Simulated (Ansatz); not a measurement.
Relaxation of C₂H₈GeO₂ (13 atoms, charge 0, multiplicity 1), to a largest force component of 0.02 eV/Å in at most 40 steps.

The calculation used Ansatz 0.2.0, RKS PBE0-D4/def2-SVP.

```xyz
13
Properties=species:S:1:pos:R:3
Ge 0.000 0.000 0.000
C 0.000 0.000 1.960
H -1.000 -0.309 2.330
H 0.768 -0.711 2.330
H 0.232 1.020 2.330
O 1.669 0.000 -0.589
H 1.986 -0.952 -0.706
O -0.834 1.444 -0.589
H -1.792 1.214 -0.812
C -0.923 -1.599 -0.653
H -1.423 -2.111 0.196
H -1.683 -1.307 -1.407
H -0.187 -2.288 -1.118
```

Where does it end, and by what steps?

It converged. After 26 steps the energy has fallen by 0.444 eV; H7 moved furthest, 1.31 Å.

```tsv
step	energy less start (eV)	largest force component (eV/Å)	accepted
0	0.0000	2.069	yes
1	-0.1721	0.978	yes
2	-0.2023	0.151	yes
3	-0.2458	0.423	yes
4	-0.2922	0.293	yes
5	-0.2723	0.533	no
6	-0.3163	0.157	yes
7	-0.3358	0.180	yes
8	-0.3540	0.155	yes
9	-0.3667	0.049	yes
10	-0.3697	0.026	yes
11	-0.3069	1.909	no
12	-0.3719	0.020	yes
13	-0.3697	0.588	no
14	-0.3732	0.025	yes
15	-0.3741	0.140	yes
16	-0.3744	0.414	yes
17	-0.3825	0.125	yes
18	-0.3968	0.186	yes
19	-0.3027	2.304	no
20	-0.4095	0.130	yes
21	-0.4197	0.259	yes
22	-0.4371	0.095	yes
23	-0.4306	0.384	no
24	-0.4418	0.051	yes
25	-0.4422	0.110	yes
26	-0.4439	0.003	yes
```

```xyz
13
Properties=species:S:1:pos:R:3
Ge -0.154 -0.204 0.050
C 0.027 -0.005 1.966
H -0.961 0.000 2.449
H 0.616 -0.840 2.374
H 0.548 0.933 2.206
O 1.501 0.033 -0.572
H 1.546 -0.041 -1.531
O -1.205 1.050 -0.663
H -0.915 1.940 -0.438
C -0.929 -1.872 -0.553
H -1.930 -1.999 -0.115
H -1.031 -1.873 -1.647
H -0.300 -2.721 -0.251
```

Whether the end is a true minimum wasn't checked by a vibrational analysis.

Time of the run: 54 s on 4 threads of Arm Neoverse V2 (shared host), peak memory 0.34 GiB.
